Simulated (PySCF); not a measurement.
# A small calculation by hand: oscillator strength and radiative lifetime

CH₅Ge₂N, SMILES [CH]1=[N][GeH2][GeH2]1.

The structure is a stationary point at B3LYP-D3(BJ)/def2-SVP. The structure was generated by enumeration, and PubChem lists no compound with its InChIKey, so it may never have been made.

TDA-PBE/def2-SVPD in PySCF puts the first singlet state with f over 0.02 at 5.73 eV (vertical), with the transition dipole (-0.408, -0.118, 0.000) in atomic units.

Task: Find the oscillator strength, the wavelength and the radiative lifetime that this transition would have in vacuum if emission retraced absorption.

Result: 
|μ|² = 0.1804 au, so |μ| = 1.08 D. ΔE = 5.73/27.211 = 0.2106 hartree. f = (2/3) ΔE |μ|² = 0.025 (the program prints 0.025).
λ = 1239.84/5.73 = 216 nm; ν = 46216 cm⁻¹.
Einstein's coefficient A = 0.6670 ν² f s⁻¹ (ν in cm⁻¹) = 3.6e7 s⁻¹, so τ = 1/A = 28 ns. This state is S7; the lower singlets have f = 0.001, 0.000, 0.011, 0.000, 0.019, 0.003. The figure is the radiative limit of this one transition; relaxation, internal conversion, crossing to triplets and a medium change what is measured.
